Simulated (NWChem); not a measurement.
System: CHOS cation; SMILES [OH+]=C=S

Results from NWChem. Pople sets run with spherical d functions. Structure relaxed at the PBE0-D3(BJ)/def2-TZVP level. Level: PBE/6-31G* with COSMO at NWChem's default radii, gas-phase geometry; rows give the dielectric constant. Reactions with the solvent are ignored.

For dielectric constant 37.5:

```yaml
electrostatic solvation energy (kcal/mol): -68.1
```

Problem. How do the values read with dielectric constant 2.4 instead?

Solution. The electrostatic solvation energy (kcal/mol) is -40.6.
